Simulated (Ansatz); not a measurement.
Ansatz (a quantum-chemistry and plane-wave program) input (B3LYP-D3(BJ)/def2-TZVP):

Ansatz 0.2 input:
```yaml
crystal:
  periodic: [false, false, false]
  atoms:
    - {symbol: C, position_ang: [-2.23420084, -0.31753429, -0.04604405]}
    - {symbol: C, position_ang: [-0.77720364, -0.50956823, -0.45688244]}
    - {symbol: C, position_ang: [0.14715463, 0.57507748, 0.11892122]}
    - {symbol: C, position_ang: [1.58269602, 0.38668373, -0.26477911]}
    - {symbol: C, position_ang: [2.55518663, 0.09432535, 0.63830945]}
    - {symbol: O, position_ang: [2.47968370, -0.04858506, 1.88982768]}
    - {symbol: H, position_ang: [-2.32366865, -0.34109188, 1.03862349]}
    - {symbol: H, position_ang: [-2.87190178, -1.10017296, -0.46139414]}
    - {symbol: H, position_ang: [-2.60460231, 0.64624498, -0.39539114]}
    - {symbol: H, position_ang: [-0.42624863, -1.48526232, -0.11305636]}
    - {symbol: H, position_ang: [-0.70533844, -0.49904923, -1.54994098]}
    - {symbol: H, position_ang: [0.09923801, 0.54280295, 1.20988715]}
    - {symbol: H, position_ang: [-0.23910694, 1.55601360, -0.21093649]}
    - {symbol: H, position_ang: [1.82972465, 0.46840809, -1.31993567]}
    - {symbol: H, position_ang: [3.58275232, -0.02192079, 0.16705695]}
basis:
  gaussian:
    orbitals: def2-TZVP
hamiltonian:
  xc: b3lyp
  dispersion: d3bj
total_charge: -1
relax: {f_tol: 0.002, max_steps: 150}
```

Output:

```
Functional definition: B3LYP
integrals: 0.16 GiB planned
1447 factors; their error is unknown
0.32 GiB of the device are held for the grids
1.28 GiB of device memory are held for the factors and their scratch space
mean field: 1.27 GiB planned
mean field evaluation 1: about -7372.6803 eV, gradient 6.4e1 eV
mean field evaluation 2: about -7354.1241 eV, gradient 1.0e2 eV
mean field evaluation 4: about -7381.9429 eV, gradient 1.0e1 eV
mean field evaluation 8: about -7382.1632 eV, gradient 2.5e-1 eV
mean field evaluation 16: about -7382.1380 eV, gradient 8.6e-3 eV
mean field -7382.13795074 eV, -271.2885658969 hartree, gradient 3.8e-5 eV, S^2 0.000000; 0 other end points of the search recorded, 0 dependent functions left out
the calculation of the forces begins
reference -7382.13825411 eV, -271.2885770455 hartree; 24, 24 occupied and 216, 216 virtual orbitals, 1447 factors
relax step   1: F+E_penalty+E_count = -7382.63942998 eV  Δ(F+E_penalty+E_count) = +0.000e0 eV  max|allowed force component| = 9.893e-1 eV/Å  Δτ_max = 0.0000 Å  (32 SCF iters, accepted)
these checks for a lower state are left out or cut short: starts, cluster_reference, orbital_swaps, neighbouring_geometries, increment
integrals: 0.16 GiB planned
1447 factors; their error is unknown
0.31 GiB of the device are held for the grids
1.28 GiB of device memory are held for the factors and their scratch space
mean field: 1.27 GiB planned
mean field -7382.16267267 eV, -271.2894744110 hartree, gradient 2.2e-5 eV, S^2 0.000000; 0 other end points of the search recorded, 0 dependent functions left out
the calculation of the forces begins
reference -7382.16297669 eV, -271.2894855835 hartree; 24, 24 occupied and 216, 216 virtual orbitals, 1447 factors
relax step   2: F+E_penalty+E_count = -7382.66057422 eV  Δ(F+E_penalty+E_count) = -2.114e-2 eV  max|allowed force component| = 3.981e-1 eV/Å  Δτ_max = 0.0489 Å  (32 SCF iters, accepted)
these checks for a lower state are left out or cut short: starts, cluster_reference, orbital_swaps, neighbouring_geometries, increment
integrals: 0.16 GiB planned
1447 factors; their error is unknown
0.31 GiB of the device are held for the grids
1.28 GiB of device memory are held for the factors and their scratch space
mean field: 1.27 GiB planned
mean field evaluation 32: about -7382.1658 eV, gradient 4.6e-4 eV
mean field -7382.16579437 eV, -271.2895891314 hartree, gradient 2.4e-5 eV, S^2 0.000000; 0 other end points of the search recorded, 0 dependent functions left out
the calculation of the forces begins
reference -7382.16609857 eV, -271.2896003105 hartree; 24, 24 occupied and 216, 216 virtual orbitals, 1447 factors
relax step   3: F+E_penalty+E_count = -7382.66312078 eV  Δ(F+E_penalty+E_count) = -2.547e-3 eV  max|allowed force component| = 2.389e-1 eV/Å  Δτ_max = 0.0328 Å  (32 SCF iters, accepted)
these checks for a lower state are left out or cut short: starts, cluster_reference, orbital_swaps, neighbouring_geometries, increment
integrals: 0.16 GiB planned
1447 factors; their error is unknown
0.32 GiB of the device are held for the grids
1.28 GiB of device memory are held for the factors and their scratch space
mean field: 1.27 GiB planned
mean field -7382.16786546 eV, -271.2896652425 hartree, gradient 2.1e-5 eV, S^2 0.000000; 0 other end points of the search recorded, 0 dependent functions left out
the calculation of the forces begins
reference -7382.16816986 eV, -271.2896764290 hartree; 24, 24 occupied and 216, 216 virtual orbitals, 1447 factors
relax step   4: F+E_penalty+E_count = -7382.66584225 eV  Δ(F+E_penalty+E_count) = -2.721e-3 eV  max|allowed force component| = 1.759e-1 eV/Å  Δτ_max = 0.0485 Å  (32 SCF iters, accepted)
these checks for a lower state are left out or cut short: starts, cluster_reference, orbital_swaps, neighbouring_geometries, increment
integrals: 0.16 GiB planned
1447 factors; their error is unknown
[...]
mean field: 1.29 GiB planned
mean field evaluation 160: about -7382.1679 eV, gradient 2.3e-5 eV
mean field -7382.16787485 eV, -271.2896655878 hartree, gradient 2.3e-5 eV, S^2 0.000000; 0 other end points of the search recorded, 0 dependent functions left out
the calculation of the forces begins
reference -7382.16817612 eV, -271.2896766593 hartree; 24, 24 occupied and 216, 216 virtual orbitals, 1447 factors
relax step  21: F+E_penalty+E_count = -7382.67601333 eV  Δ(F+E_penalty+E_count) = -1.744e-4 eV  max|allowed force component| = 1.533e-1 eV/Å  Δτ_max = 0.0585 Å  (32 SCF iters, accepted)
these checks for a lower state are left out or cut short: starts, cluster_reference, orbital_swaps, neighbouring_geometries, increment
integrals: 0.16 GiB planned
1447 factors; their error is unknown
0.32 GiB of the device are held for the grids
1.29 GiB of device memory are held for the factors and their scratch space
mean field: 1.29 GiB planned
mean field -7382.16817017 eV, -271.2896764406 hartree, gradient 2.3e-5 eV, S^2 0.000000; 0 other end points of the search recorded, 0 dependent functions left out
the calculation of the forces begins
reference -7382.16847146 eV, -271.2896875127 hartree; 24, 24 occupied and 216, 216 virtual orbitals, 1447 factors
relax step  22: F+E_penalty+E_count = -7382.67624403 eV  Δ(F+E_penalty+E_count) = -2.307e-4 eV  max|allowed force component| = 1.160e-1 eV/Å  Δτ_max = 0.0054 Å  (33 SCF iters, accepted)
these checks for a lower state are left out or cut short: starts, cluster_reference, orbital_swaps, neighbouring_geometries, increment
integrals: 0.16 GiB planned
1447 factors; their error is unknown
0.33 GiB of the device are held for the grids
1.29 GiB of device memory are held for the factors and their scratch space
mean field: 1.29 GiB planned
mean field -7382.16803887 eV, -271.2896716152 hartree, gradient 2.3e-5 eV, S^2 0.000000; 0 other end points of the search recorded, 0 dependent functions left out
the calculation of the forces begins
reference -7382.16833987 eV, -271.2896826766 hartree; 24, 24 occupied and 216, 216 virtual orbitals, 1447 factors
relax step  23: F+E_penalty+E_count = -7382.67659422 eV  Δ(F+E_penalty+E_count) = -3.502e-4 eV  max|allowed force component| = 5.160e-2 eV/Å  Δτ_max = 0.0222 Å  (32 SCF iters, accepted)
these checks for a lower state are left out or cut short: starts, cluster_reference, orbital_swaps, neighbouring_geometries, increment
integrals: 0.16 GiB planned
1447 factors; their error is unknown
0.33 GiB of the device are held for the grids
1.29 GiB of device memory are held for the factors and their scratch space
mean field: 1.29 GiB planned
mean field -7382.16752136 eV, -271.2896525971 hartree, gradient 2.3e-5 eV, S^2 0.000000; 0 other end points of the search recorded, 0 dependent functions left out
the calculation of the forces begins
reference -7382.16782190 eV, -271.2896636416 hartree; 24, 24 occupied and 216, 216 virtual orbitals, 1447 factors
relax step  24: F+E_penalty+E_count = -7382.67685524 eV  Δ(F+E_penalty+E_count) = -2.610e-4 eV  max|allowed force component| = 3.191e-2 eV/Å  Δτ_max = 0.0414 Å  (33 SCF iters, accepted)
these checks for a lower state are left out or cut short: starts, cluster_reference, orbital_swaps, neighbouring_geometries, increment
integrals: 0.16 GiB planned
1447 factors; their error is unknown
0.33 GiB of the device are held for the grids
1.29 GiB of device memory are held for the factors and their scratch space
mean field: 1.29 GiB planned
mean field -7382.16637007 eV, -271.2896102881 hartree, gradient 1.8e-5 eV, S^2 0.000000; 0 other end points of the search recorded, 0 dependent functions left out
the calculation of the forces begins
reference -7382.16667000 eV, -271.2896213104 hartree; 24, 24 occupied and 216, 216 virtual orbitals, 1447 factors
relax step  25: F+E_penalty+E_count = -7382.67689319 eV  Δ(F+E_penalty+E_count) = -3.796e-5 eV  max|allowed force component| = 4.162e-2 eV/Å  Δτ_max = 0.0724 Å  (32 SCF iters, accepted)
these checks for a lower state are left out or cut short: starts, cluster_reference, orbital_swaps, neighbouring_geometries, increment
integrals: 0.17 GiB planned
1447 factors; their error is unknown
0.33 GiB of the device are held for the grids
1.29 GiB of device memory are held for the factors and their scratch space
mean field: 1.29 GiB planned
mean field evaluation 192: about -7382.1650 eV, gradient 6.3e-1 eV
mean field -7382.16553116 eV, -271.2895794584 hartree, gradient 2.3e-5 eV, S^2 0.000000; 0 other end points of the search recorded, 0 dependent functions left out
the calculation of the forces begins
reference -7382.16583091 eV, -271.2895904742 hartree; 24, 24 occupied and 216, 216 virtual orbitals, 1447 factors
relax step  26: F+E_penalty+E_count = -7382.67629561 eV  Δ(F+E_penalty+E_count) = +5.976e-4 eV  max|allowed force component| = 1.101e-1 eV/Å  Δτ_max = 0.0126 Å  (33 SCF iters, rejected (line search))
these checks for a lower state are left out or cut short: starts, cluster_reference, orbital_swaps, neighbouring_geometries, increment
integrals: 0.16 GiB planned
1447 factors; their error is unknown
0.33 GiB of the device are held for the grids
1.29 GiB of device memory are held for the factors and their scratch space
mean field: 1.29 GiB planned
mean field -7382.16648709 eV, -271.2896145883 hartree, gradient 2.3e-5 eV, S^2 0.000000; 0 other end points of the search recorded, 0 dependent functions left out
the calculation of the forces begins
reference -7382.16678705 eV, -271.2896256118 hartree; 24, 24 occupied and 216, 216 virtual orbitals, 1447 factors
relax step  27: F+E_penalty+E_count = -7382.67695899 eV  Δ(F+E_penalty+E_count) = -6.580e-5 eV  max|allowed force component| = 8.186e-3 eV/Å  Δτ_max = 0.0063 Å  (34 SCF iters, accepted)
these checks for a lower state are left out or cut short: starts, cluster_reference, orbital_swaps, neighbouring_geometries, increment
integrals: 0.16 GiB planned
1447 factors; their error is unknown
0.33 GiB of the device are held for the grids
1.29 GiB of device memory are held for the factors and their scratch space
mean field: 1.29 GiB planned
mean field -7382.16684654 eV, -271.2896277979 hartree, gradient 2.3e-5 eV, S^2 0.000000; 0 other end points of the search recorded, 0 dependent functions left out
the calculation of the forces begins
reference -7382.16714663 eV, -271.2896388259 hartree; 24, 24 occupied and 216, 216 virtual orbitals, 1447 factors
relax step  28: F+E_penalty+E_count = -7382.67698975 eV  Δ(F+E_penalty+E_count) = -3.075e-5 eV  max|allowed force component| = 5.105e-3 eV/Å  Δτ_max = 0.0164 Å  (32 SCF iters, accepted)
these checks for a lower state are left out or cut short: starts, cluster_reference, orbital_swaps, neighbouring_geometries, increment
integrals: 0.16 GiB planned
1447 factors; their error is unknown
0.33 GiB of the device are held for the grids
1.29 GiB of device memory are held for the factors and their scratch space
mean field: 1.29 GiB planned
mean field -7382.16680656 eV, -271.2896263288 hartree, gradient 2.3e-5 eV, S^2 0.000000; 0 other end points of the search recorded, 0 dependent functions left out
the calculation of the forces begins
reference -7382.16710664 eV, -271.2896373565 hartree; 24, 24 occupied and 216, 216 virtual orbitals, 1447 factors
relax step  29: F+E_penalty+E_count = -7382.67699128 eV  Δ(F+E_penalty+E_count) = -1.536e-6 eV  max|allowed force component| = 1.615e-3 eV/Å  Δτ_max = 0.0011 Å  (33 SCF iters, accepted)
integrals: 0.16 GiB planned
1447 factors; their error is unknown
0.33 GiB of the device are held for the grids
1.29 GiB of device memory are held for the factors and their scratch space
mean field: 1.29 GiB planned
mean field evaluation 224: about -7382.1668 eV, gradient 2.3e-5 eV
mean field -7382.16680656 eV, -271.2896263288 hartree, gradient 2.3e-5 eV, S^2 0.000000; 1 other end points of the search recorded, 0 dependent functions left out
the calculation of the forces begins
reference -7382.16710664 eV, -271.2896373565 hartree; 24, 24 occupied and 216, 216 virtual orbitals, 1447 factors
Total energy: -7382.67729136 eV, -271.3083862992 hartree
Atom 0 at    -2.177215    -0.373142     0.014727 Å, force    -0.000422    -0.000635     0.000128 eV/Å
Atom 1 at    -0.698295    -0.503972    -0.349350 Å, force    -0.000423     0.000357     0.000099 eV/Å
Atom 2 at     0.135043     0.739547     0.008457 Å, force     0.000728    -0.000480    -0.000480 eV/Å
Atom 3 at     1.602452     0.607263    -0.273925 Å, force     0.000694     0.000853     0.000362 eV/Å
Atom 4 at     2.425480    -0.137861     0.541790 Å, force    -0.000283    -0.001615     0.001345 eV/Å
Atom 5 at     2.125478    -0.778261     1.594707 Å, force     0.000179     0.001313    -0.001382 eV/Å
Atom 6 at    -2.296219    -0.200294     1.088617 Å, force    -0.000048    -0.000104    -0.000158 eV/Å
Atom 7 at    -2.749625    -1.270647    -0.242448 Å, force    -0.000266    -0.000029     0.000177 eV/Å
Atom 8 at    -2.638802     0.474850    -0.503798 Å, force    -0.000012     0.000248    -0.000294 eV/Å
Atom 9 at    -0.254173    -1.352218     0.176468 Å, force    -0.000048     0.000299    -0.000044 eV/Å
Atom 10 at    -0.594167    -0.705890    -1.421556 Å, force     0.000137     0.000096     0.000417 eV/Å
Atom 11 at    -0.015737     0.922678     1.082621 Å, force     0.000143    -0.000217    -0.000281 eV/Å
Atom 12 at    -0.289395     1.606405    -0.519781 Å, force    -0.000043    -0.000185     0.000066 eV/Å
Atom 13 at     2.022275     1.075906    -1.158714 Å, force    -0.000369     0.000032     0.000359 eV/Å
Atom 14 at     3.497065    -0.157992     0.206451 Å, force     0.000033     0.000069    -0.000315 eV/Å
Dipole moment:    -1.106007     0.146347    -0.545113 e Å
```

It need not be the lowest isomer of its formula. Whether it binds its extra electron was not tested at this geometry.
